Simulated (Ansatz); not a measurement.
Steps of a relaxation of `[OH][W]([F])([Cl])([Cl])([Cl])[Cl]` with RKS PBE0-D4/def2-TZVP.

```sh
$ ansatz run in.yaml --threads 4 --pin off --events-out ev --progress --plain --max-ram 11315MiB
```

```yaml
crystal:
  periodic: [false, false, false]
  atoms:
    - {symbol: O, position_ang: [-0.761910, -1.186670, 0.514890]}
    - {symbol: W, position_ang: [0.145050, 0.229860, -0.103320]}
    - {symbol: F, position_ang: [1.056070, 0.309810, 1.555280]}
    - {symbol: Cl, position_ang: [-0.943180, 0.128080, -2.083100]}
    - {symbol: Cl, position_ang: [1.319020, 1.972730, -0.764940]}
    - {symbol: Cl, position_ang: [-1.446780, 1.654160, 0.805000]}
    - {symbol: Cl, position_ang: [1.830960, -1.173850, -0.861580]}
    - {symbol: H, position_ang: [-1.199220, -1.934120, 0.937770]}
basis:
  gaussian: {orbitals: def2-TZVP}
hamiltonian: {xc: pbe0, dispersion: d4}
relax: {f_tol: 0.005, max_steps: 150}
```

Positions (Å) and forces (eV/Å) along the path, 16 of 19 steps:

```xyz
8
step=1 energy=-56685.7405 eV
O    -0.762   -1.187    0.515   -0.852   -1.305    0.567
W     0.145    0.230   -0.103    0.276   -0.310    1.028
F     1.056    0.310    1.555   -0.244    0.037   -0.548
Cl   -0.943    0.128   -2.083   -0.193    0.032   -0.404
Cl    1.319    1.973   -0.765    0.832    1.252   -0.454
Cl   -1.447    1.654    0.805    0.125   -0.076   -0.102
Cl    1.831   -1.174   -0.862   -0.109    0.118    0.032
H    -1.199   -1.934    0.938    0.164    0.252   -0.118
8
step=2 energy=-56685.8408 eV
O    -0.782   -1.224    0.539   -0.084   -0.072   -0.036
W     0.140    0.213   -0.091    0.187    0.060    0.263
F     1.059    0.317    1.540   -0.153    0.008   -0.291
Cl   -0.949    0.143   -2.105    0.096    0.013    0.118
Cl    1.359    2.032   -0.769   -0.078   -0.123    0.012
Cl   -1.437    1.651    0.785    0.090   -0.073   -0.065
Cl    1.823   -1.165   -0.863   -0.112    0.115    0.008
H    -1.215   -1.967    0.964    0.055    0.072   -0.009
8
step=3 energy=-56685.8445 eV
O    -0.788   -1.229    0.543   -0.002   -0.027   -0.020
W     0.142    0.209   -0.078    0.009    0.050   -0.078
F     1.055    0.322    1.539    0.043   -0.014    0.037
Cl   -0.927    0.145   -2.095   -0.067   -0.007   -0.032
Cl    1.355    2.019   -0.777    0.002    0.030    0.037
Cl   -1.431    1.650    0.780   -0.024    0.017    0.004
Cl    1.816   -1.145   -0.880    0.026   -0.058    0.040
H    -1.222   -1.971    0.967    0.013    0.010    0.012
8
step=4 energy=-56685.8458 eV
O    -0.785   -1.229    0.539   -0.037   -0.012   -0.005
W     0.141    0.212   -0.082    0.026    0.014   -0.018
F     1.061    0.319    1.534   -0.011    0.005    0.023
Cl   -0.939    0.145   -2.095    0.003   -0.002   -0.015
Cl    1.355    2.025   -0.770    0.003   -0.005   -0.006
Cl   -1.433    1.652    0.777   -0.006   -0.007    0.020
Cl    1.816   -1.155   -0.867    0.006   -0.002   -0.015
H    -1.216   -1.970    0.964    0.016    0.009    0.016
8
step=7 energy=-56685.8468 eV
O    -0.791   -1.230    0.531    0.014    0.059   -0.047
W     0.140    0.212   -0.086   -0.014   -0.017   -0.023
F     1.053    0.312    1.534   -0.006    0.004    0.017
Cl   -0.936    0.150   -2.101    0.005    0.001   -0.008
Cl    1.357    2.025   -0.765    0.010   -0.001    0.005
Cl   -1.435    1.651    0.775   -0.002   -0.005    0.012
Cl    1.814   -1.156   -0.871    0.005    0.000   -0.010
H    -1.203   -1.964    0.983   -0.011   -0.041    0.053
8
step=9 energy=-56685.8578 eV
O    -0.823   -1.241    0.485   -0.049   -0.130    0.129
W     0.127    0.210   -0.113   -0.152   -0.179    0.035
F     1.007    0.266    1.531   -0.008   -0.014   -0.016
Cl   -0.923    0.180   -2.137    0.004    0.001    0.028
Cl    1.377    2.022   -0.726    0.033    0.026    0.034
Cl   -1.449    1.645    0.755    0.007   -0.001   -0.023
Cl    1.801   -1.158   -0.897    0.003    0.004   -0.005
H    -1.117   -1.925    1.101    0.164    0.294   -0.182
8
step=10 energy=-56685.8658 eV
O    -0.829   -1.249    0.478    0.034    0.047   -0.038
W     0.124    0.203   -0.121   -0.045   -0.109    0.011
F     1.008    0.242    1.524   -0.059   -0.030   -0.022
Cl   -0.915    0.179   -2.148    0.003    0.001    0.021
Cl    1.378    2.029   -0.696   -0.003   -0.013    0.027
Cl   -1.459    1.634    0.738    0.000    0.001    0.003
Cl    1.800   -1.153   -0.919   -0.006    0.002   -0.002
H    -1.106   -1.884    1.143    0.076    0.100    0.001
8
step=11 energy=-56685.8654 eV rejected
O    -0.843   -1.268    0.443   -0.374   -0.798    1.210
W     0.115    0.187   -0.153    0.152    0.069   -0.034
F     0.968    0.158    1.513   -0.055   -0.004   -0.036
Cl   -0.899    0.186   -2.186   -0.018   -0.014    0.021
Cl    1.384    2.043   -0.622   -0.031   -0.100    0.039
Cl   -1.482    1.607    0.699   -0.025    0.011    0.020
Cl    1.792   -1.149   -0.975    0.004    0.035   -0.001
H    -1.036   -1.764    1.280    0.347    0.800   -1.220
8
step=12 energy=-56685.8781 eV
O    -0.836   -1.256    0.455   -0.135   -0.263    0.230
W     0.119    0.196   -0.140    0.042    0.008    0.019
F     0.977    0.201    1.520   -0.045   -0.024    0.005
Cl   -0.926    0.176   -2.160    0.032    0.011   -0.008
Cl    1.393    2.027   -0.658   -0.027   -0.004    0.003
Cl   -1.468    1.625    0.720    0.001    0.015    0.001
Cl    1.803   -1.145   -0.940   -0.015   -0.007   -0.030
H    -1.062   -1.825    1.203    0.148    0.264   -0.220
8
step=13 energy=-56685.8910 eV
O    -0.849   -1.267    0.434   -0.164   -0.305    0.315
W     0.113    0.189   -0.149    0.098    0.142   -0.145
F     0.951    0.161    1.523   -0.046   -0.026   -0.014
Cl   -0.919    0.177   -2.175    0.026    0.000    0.042
Cl    1.393    2.027   -0.630   -0.002   -0.009    0.029
Cl   -1.478    1.617    0.707    0.004    0.004    0.000
Cl    1.795   -1.147   -0.961   -0.007    0.013   -0.007
H    -1.007   -1.757    1.252    0.091    0.181   -0.220
8
step=14 energy=-56685.8870 eV rejected
O    -0.869   -1.277    0.419   -0.099   -0.487    0.932
W     0.100    0.181   -0.184    0.065    0.071    0.068
F     0.898    0.099    1.509    0.012   -0.007    0.057
Cl   -0.940    0.168   -2.199    0.078   -0.005    0.059
Cl    1.420    2.021   -0.557   -0.078   -0.055   -0.040
Cl   -1.489    1.609    0.676    0.000    0.038   -0.039
Cl    1.798   -1.137   -0.989   -0.061    0.015   -0.051
H    -0.917   -1.664    1.324    0.082    0.429   -0.986
8
step=15 energy=-56685.8997 eV
O    -0.861   -1.273    0.430   -0.053   -0.091    0.084
W     0.106    0.188   -0.161    0.008    0.013   -0.002
F     0.921    0.132    1.523   -0.021   -0.006   -0.021
Cl   -0.924    0.177   -2.184    0.017   -0.006    0.031
Cl    1.405    2.023   -0.599   -0.002   -0.018    0.014
Cl   -1.485    1.619    0.687    0.004    0.011   -0.009
Cl    1.787   -1.146   -0.977   -0.002    0.016   -0.011
H    -0.950   -1.719    1.280    0.049    0.080   -0.086
8
step=16 energy=-56685.9035 eV
O    -0.876   -1.278    0.422   -0.022   -0.048    0.085
W     0.094    0.188   -0.165    0.036    0.062   -0.056
F     0.889    0.112    1.529   -0.022   -0.024    0.009
Cl   -0.932    0.174   -2.185   -0.004   -0.006    0.008
Cl    1.421    2.009   -0.575    0.008    0.008    0.000
Cl   -1.490    1.634    0.666   -0.004    0.004   -0.001
Cl    1.774   -1.145   -0.984    0.006   -0.002   -0.004
H    -0.880   -1.695    1.291    0.003    0.006   -0.040
8
step=17 energy=-56685.9042 eV
O    -0.881   -1.275    0.425    0.004    0.008   -0.004
W     0.090    0.193   -0.165   -0.014   -0.015    0.006
F     0.875    0.110    1.534   -0.003   -0.001   -0.002
Cl   -0.940    0.171   -2.182    0.000   -0.001    0.003
Cl    1.430    2.005   -0.573    0.007    0.007    0.000
Cl   -1.489    1.648    0.656    0.002    0.001   -0.003
Cl    1.769   -1.144   -0.981    0.000    0.001   -0.001
H    -0.853   -1.708    1.284    0.005    0.000    0.000
8
step=18 energy=-56685.9042 eV
O    -0.882   -1.274    0.426    0.000    0.000    0.001
W     0.087    0.195   -0.164    0.001    0.001    0.002
F     0.869    0.111    1.536   -0.002    0.000    0.000
Cl   -0.943    0.171   -2.181   -0.001    0.000   -0.001
Cl    1.434    2.002   -0.571   -0.001   -0.002    0.000
Cl   -1.490    1.653    0.653    0.000    0.001   -0.001
Cl    1.766   -1.145   -0.980    0.000    0.000    0.000
H    -0.842   -1.713    1.282    0.002    0.001   -0.001
8
step=19 energy=-56685.9043 eV
O    -0.883   -1.274    0.426   -0.001   -0.003    0.003
W     0.086    0.196   -0.163   -0.002   -0.001   -0.001
F     0.866    0.112    1.538    0.002    0.002   -0.001
Cl   -0.944    0.172   -2.181   -0.002   -0.001    0.002
Cl    1.435    2.000   -0.572    0.003    0.002    0.002
Cl   -1.490    1.656    0.651   -0.001   -0.001   -0.001
Cl    1.764   -1.146   -0.979    0.002   -0.001    0.001
H    -0.835   -1.717    1.280   -0.001    0.002   -0.005
```

Run time 2 min (4 threads of an Intel Xeon Platinum 8488C on a shared host); peak host memory 1.1 GiB.
